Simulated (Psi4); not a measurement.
CsF, charge -1, doublet, at the geometry of the source list (a state made from the parent by changing its charge; the spin is typed, not shown lowest) (core potentials on Cs) (a gas-phase anion, which may not be bound at this level), atoms displaced at random by about 0.08 Å a coordinate; B3LYP/def2-SVP, gradient run with Psi4.

The Psi4 input:
```
memory 2 GB

molecule mol {
-1 2
Cs   -0.646530   -0.482509   -0.962653
F     0.523228    0.530093    0.808353
symmetry c1
no_reorient
no_com
}

set {
  basis def2-svp
  reference uks
}

gradient('b3lyp')
print_variables()
```

It wrote (shortened):

```
gradient() will perform analytic gradient computation.

   => Loading Basis Set <=

    Name: DEF2-SVP
    Role: ORBITAL
    Keyword: BASIS

    !!!  WARNING: ECP capability is in beta. Please check occupations closely.  !!!

         ---------------------------------------------------------
                                   SCF
               by Justin Turney, Rob Parrish, Andy Simmonett
                          and Daniel G. A. Smith
                              UKS Reference
         ---------------------------------------------------------

  ==> Geometry <==

    Molecular point group: c1
    Full point group: C1

    Geometry (in Angstrom), charge = -1, multiplicity = 2:

       Center              X                  Y                   Z               Mass
    ------------   -----------------  -----------------  -----------------  -----------------
         CS          -0.646530000000    -0.482509000000    -0.962653000000   132.905451961000
         F            0.523228000000     0.530093000000     0.808353000000    18.998403162730

  Running in c1 symmetry.

  Rotational constants: A =     67.54570  B =      0.07255  C =      0.07247 [cm^-1]
  Rotational constants: A = 2024969.16861  B =   2174.93705  C =   2172.60354 [MHz]
  Nuclear repulsion =   18.227090455503593

  Charge       = -1
  Multiplicity = 2
  Electrons    = 19
  Nalpha       = 10
  Nbeta        = 9

  ==> Algorithm <==

  SCF Algorithm Type is DF.
  DIIS enabled.
  MOM disabled.
  Fractional occupation disabled.
  Guess Type is SAD.
  Energy threshold   = 1.00e-08
  Density threshold  = 1.00e-08
  Integral threshold = 1.00e-12

  ==> Primary Basis <==

  Basis Set: DEF2-SVP
    Blend: DEF2-SVP
    Number of shells: 16
    Number of basis functions: 38
    Number of Cartesian functions: 41
    Spherical Harmonics?: true
    Max angular momentum: 2

  Core potential: DEF2-SVP
    Number of shells: 4
    Number of ECP primitives: 10
    Number of ECP core electrons: 46
    Max angular momentum: 3

  ==> DFT Potential <==

   => LibXC <=

    Version 7.1.2
    S. Lehtola, C. Steigemann, M. J. T. Oliveira, and M. A. L. Marques,  SoftwareX 7, 1–5 (2018) (10.1016/j.softx.2017.11.002)

   => Composite Functional: B3LYP <=

    B3LYP Hyb-GGA Exchange-Correlation Functional

    P. J. Stephens, F. J. Devlin, C. F. Chabalowski, and M. J. Frisch,  J. Phys. Chem. 98, 11623 (1994) (10.1021/j100096a001)

    Deriv               =              1
    GGA                 =           TRUE
    Meta                =          FALSE

    Exchange Hybrid     =           TRUE
    MP2 Hybrid          =          FALSE

   => Exchange Functionals <=

    0.0800   Slater exchange
    0.7200         Becke 88

   => Exact (HF) Exchange <=

    0.2000               HF

   => Correlation Functionals <=

    0.1900   Vosko, Wilk & Nusair (VWN5_RPA)
    0.8100   Lee, Yang & Parr

   => LibXC Density Thresholds  <==

    XC_HYB_GGA_XC_B3LYP:  1.00E-15

   => Molecular Quadrature <=

    Radial Scheme          =       TREUTLER
    Pruning Scheme         =           NONE
    Nuclear Scheme         =       TREUTLER

    Blocking Scheme        =         OCTREE
    BS radius alpha        =              1
    Pruning alpha          =              1
    Radial Points          =             75
    Spherical Points       =            302
    Total Points           =          43381
    Total Blocks           =            408
    Max Points             =            256
    Max Functions          =             38
    Weights Tolerance      =       1.00E-15

   => Loading Basis Set <=

    Name: (DEF2-SVP AUX)
    Role: JKFIT
    Keyword: DF_BASIS_SCF

  ==> Integral Setup <==

  SCF_SUBTYPE=INCORE selected. In-core MEM_DF algorithm will be used.
  Using in-core AOs.

  ==> MemDFJK: Density-Fitted J/K Matrices <==

    J tasked:                   Yes
    K tasked:                   Yes
    wK tasked:                   No
    Algorithm:                 Core
    Schwarz Cutoff:           1E-12
    Mask sparsity (%):       0.1385
    Fitting Condition:        1E-10

   => Auxiliary Basis Set <=

  Basis Set: (DEF2-SVP AUX)
    Blend: DEF2-UNIVERSAL-JKFIT
    Number of shells: 59
    Number of basis functions: 207
    Number of Cartesian functions: 264
    Spherical Harmonics?: true
    Max angular momentum: 5

  Minimum eigenvalue in the overlap matrix is 2.9380963722E-02.
  Reciprocal condition number of the overlap matrix is 9.6852196143E-03.
    Using symmetric orthogonalization.

  ==> Pre-Iterations <==

  SCF Guess: Superposition of Atomic Densities via on-the-fly atomic UHF (no occupation information).

   -------------------------
    Irrep   Nso     Nmo
   -------------------------
     A         38      38
   -------------------------
    Total      38      38
   -------------------------

  ==> Iterations <==

                           Total Energy        Delta E     RMS |[F,P]|

   @DF-UKS iter SAD:  -119.24130101869979   -1.19241e+02   0.00000e+00
   @DF-UKS iter   1:  -119.76983283132509   -5.28532e-01   1.68146e-02 ADIIS/DIIS
   @DF-UKS iter   2:  -107.92650756968426    1.18433e+01   5.57443e-02 ADIIS/DIIS
   @DF-UKS iter   3:  -119.95614897754973   -1.20296e+01   2.42181e-03 ADIIS/DIIS
   @DF-UKS iter   4:  -119.96765693695775   -1.15080e-02   1.26712e-03 ADIIS/DIIS
   @DF-UKS iter   5:  -119.96946323631674   -1.80630e-03   4.11138e-04 ADIIS/DIIS
   @DF-UKS iter   6:  -119.96966560281680   -2.02367e-04   9.76260e-05 DIIS
   @DF-UKS iter   7:  -119.96967966265902   -1.40598e-05   1.76514e-05 DIIS
   @DF-UKS iter   8:  -119.96968119798849   -1.53533e-06   7.74108e-06 DIIS
   @DF-UKS iter   9:  -119.96968139924383   -2.01255e-07   2.45933e-06 DIIS
   @DF-UKS iter  10:  -119.96968140624647   -7.00264e-09   2.36884e-07 DIIS
   @DF-UKS iter  11:  -119.96968140632674   -8.02771e-11   2.24367e-08 DIIS
   @DF-UKS iter  12:  -119.96968140632787   -1.12266e-12   4.18506e-09 DIIS
  Energy and wave function converged.

  ==> Post-Iterations <==

[...]
   @S^2 Expected:                7.500000000E-01
   @S^2 Observed:                7.500231575E-01
   @S   Expected:                5.000000000E-01
   @S   Observed:                5.000000000E-01

    Orbital Energies [Eh]
    ---------------------

    Alpha Occupied:

[...]
      10A      0.029617

    Alpha Virtual:

[...]
      38A     19.709261

    Beta Occupied:

[...]
    Beta Virtual:

[...]
    Final Occupation by Irrep:
              A
    DOCC [     9 ]
    SOCC [     1 ]
    NA   [    10 ]
    NB   [     9 ]

  @DF-UKS Final Energy:  -119.96968140632787

   => Energetics <=

    Nuclear Repulsion Energy =             18.2270904555035926
    One-Electron Energy =                -213.4868362451177859
    Two-Electron Energy =                  86.5217613548133642
    DFT Exchange-Correlation Energy =     -11.2316969715270485
    Empirical Dispersion Energy =           0.0000000000000000
    VV10 Nonlocal Energy =                  0.0000000000000000
    Total Energy =                       -119.9696814063278651

  UHF NO Occupations:
  HONO-2 :    8  A 1.9999960
  HONO-1 :    9  A 1.9999960
  HONO-0 :   10  A 1.0000000
  LUNO+0 :   11  A 0.0000040
  LUNO+1 :   12  A 0.0000040
  LUNO+2 :   13  A 0.0000031
  LUNO+3 :   14  A 0.0000002

Computation Completed

Properties will be evaluated at   0.000000,   0.000000,   0.000000 [a0]

Properties computed using the SCF density matrix

 Multipole Moments:

 ------------------------------------------------------------------------------------
     Multipole            Electronic (a.u.)      Nuclear  (a.u.)        Total (a.u.)
 ------------------------------------------------------------------------------------

 L = 1.  Multiply by 2.5417464519 to convert [e a0] to [Debye]
 Dipole X            :          3.3430663           -2.0970631            1.2460032
 Dipole Y            :          0.1235054            0.8092866            0.9327920
 Dipole Z            :          4.4801102           -2.6242627            1.8558475
 Magnitude           :                                                    2.4221468

 ------------------------------------------------------------------------------------

         ------------------------------------------------------------
                                   SCF GRAD
                          Rob Parrish, Justin Turney,
                       Andy Simmonett, and Alex Sokolov
         ------------------------------------------------------------

  ==> Geometry <==

    Molecular point group: c1
    Full point group: C1

    Geometry (in Angstrom), charge = -1, multiplicity = 2:

       Center              X                  Y                   Z               Mass
    ------------   -----------------  -----------------  -----------------  -----------------
         CS          -0.646530000000    -0.482509000000    -0.962653000000   132.905451961000
         F            0.523228000000     0.530093000000     0.808353000000    18.998403162730

  Nuclear repulsion =   18.227090455503593

  ==> Basis Set <==

  Basis Set: DEF2-SVP
    Blend: DEF2-SVP
    Number of shells: 16
    Number of basis functions: 38
    Number of Cartesian functions: 41
    Spherical Harmonics?: true
    Max angular momentum: 2

  Core potential: DEF2-SVP
    Number of shells: 4
    Number of ECP primitives: 10
    Number of ECP core electrons: 46
    Max angular momentum: 3

  ==> DFJKGrad: Density-Fitted SCF Gradients <==

    Gradient:                    1
    J tasked:                  Yes
    K tasked:                  Yes
    wK tasked:                  No
    Integrals threads:           1
    Schwarz Cutoff:          1E-12
    Fitting Condition:       1E-10

   => Auxiliary Basis Set <=

  Basis Set: (DEF2-SVP AUX)
    Blend: DEF2-UNIVERSAL-JKFIT
    Number of shells: 59
    Number of basis functions: 207
    Number of Cartesian functions: 264
    Spherical Harmonics?: true
    Max angular momentum: 5

  ==> DFT Potential <==

   => LibXC <=

    Version 7.1.2
    S. Lehtola, C. Steigemann, M. J. T. Oliveira, and M. A. L. Marques,  SoftwareX 7, 1–5 (2018) (10.1016/j.softx.2017.11.002)

   => Composite Functional: B3LYP <=

    B3LYP Hyb-GGA Exchange-Correlation Functional

    P. J. Stephens, F. J. Devlin, C. F. Chabalowski, and M. J. Frisch,  J. Phys. Chem. 98, 11623 (1994) (10.1021/j100096a001)

    Deriv               =              1
    GGA                 =           TRUE
    Meta                =          FALSE

    Exchange Hybrid     =           TRUE
    MP2 Hybrid          =          FALSE

   => Exchange Functionals <=

    0.0800   Slater exchange
    0.7200         Becke 88

   => Exact (HF) Exchange <=

    0.2000               HF

   => Correlation Functionals <=

    0.1900   Vosko, Wilk & Nusair (VWN5_RPA)
    0.8100   Lee, Yang & Parr

   => LibXC Density Thresholds  <==

    XC_HYB_GGA_XC_B3LYP:  1.00E-15

   => Molecular Quadrature <=

    Radial Scheme          =       TREUTLER
    Pruning Scheme         =           NONE
    Nuclear Scheme         =       TREUTLER

    Blocking Scheme        =         OCTREE
    BS radius alpha        =              1
    Pruning alpha          =              1
    Radial Points          =             75
    Spherical Points       =            302
    Total Points           =          43381
    Total Blocks           =            408
    Max Points             =            256
    Max Functions          =             38
    Weights Tolerance      =       1.00E-15

  -Total Gradient:
     Atom            X                  Y                   Z
    ------   -----------------  -----------------  -----------------
       1        0.010245696526     0.008869195845     0.015511917885
       2       -0.009965284033    -0.008626456534    -0.015087375195

  Variable Map:
  ----------------------------------------------------------------------------
[...]
  Array Variable Map:
  ----------------------------------------------------------------------------
[...]
[...]
```
